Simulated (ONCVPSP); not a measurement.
# vanadium: one change to an ONCV potential, before and after

V (Z = 23), optimised norm-conserving Vanderbilt (ONCV), made with ONCVPSP 4.0.1 (revPBE, scalar-relativistic). Core [Ne], reference 3s2 3p6 3d3 4s1.5 (charge +0.5). Waves: 3s+4s: rc 1.60 bohr, ncon 4, nbas 8, qcut 5.7 1/bohr, 2 projectors; 3p: rc 1.55 bohr, ncon 3, nbas 7, qcut 9.9 1/bohr, 2 projectors, debl 1.9 Ha; 3d: rc 2.00 bohr, ncon 4, nbas 8, qcut 8.2 1/bohr, 3 projectors, debl 2.3 Ha. Local part: polynomial inside 1.40 bohr (lpopt 5, dvloc0 0 Ha). Core correction: Teter function, fcfact 4, rcfact 1.15.

Change: s: qcut 8.1.

Cutoffs: the cutoffs (Ha) at which the residual kinetic energy of the hardest occupied pseudo-wave falls to 1 and 0.1 mHa per electron; they do not see the model core or the augmentation charge, which bear on the density cutoff. Errors are all-electron minus pseudo energies relative to the spin-unpolarised reference configuration.

Problem. Predict the effect on cutoff, ghosts and configuration errors.

Solution. The potential gets neither clearly harder nor softer (25 Ha and 29 Ha → 25 Ha and 29 Ha); the d channel sets the loose cutoff, while the largest relative change is in s, which becomes harder; of the 4 tests that both files solve, the error grows in 0 and shrinks in 1 by more than 15 % and 0.3 meV (median size 0.9 → 0.4 meV); neither file shows a bound ghost.

| quantity | base | changed |
| --- | --- | --- |
| cutoff, loose | 25 Ha | 25 Ha |
| cutoff, tight | 29 Ha | 29 Ha |
| loose cutoff by channel | s 8.7 Ha, p 24 Ha, d 25 Ha | s 20 Ha, p 24 Ha, d 25 Ha |
| bound ghosts | none | none |
| GHOST(+) flags under 300 eV | none | none |
| error for 3s2 3p6 3d3 4s2, meV [ΔE -3.06 eV] | +0.5 | +0.5 |
| error for 3s2 3p6 3d3 4s1, meV [ΔE 4.60 eV] | -0.2 | -0.1 |
| error for 3s2 3p6 3d3 4s0, meV [ΔE 18.75 eV] | -1.3 | -0.4 |
| error for 3s2 3p6 3d2 4s2, meV [ΔE 7.85 eV] | +108 | +109 |
| s: phases at 1.63 bohr within 0.05 rad from the reference energy up to (Ha; the scan ends near 5) | to the end of the scan | to the end of the scan |
| p: phases at 1.58 bohr within 0.05 rad from the reference energy up to (Ha; the scan ends near 5) | to the end of the scan | to the end of the scan |
| d: phases at 2.03 bohr within 0.05 rad from the reference energy up to (Ha; the scan ends near 5) | to the end of the scan | to the end of the scan |
| rms error of d²Exc/dni dnj with the model core, mHa | 0.94 | 0.75 |
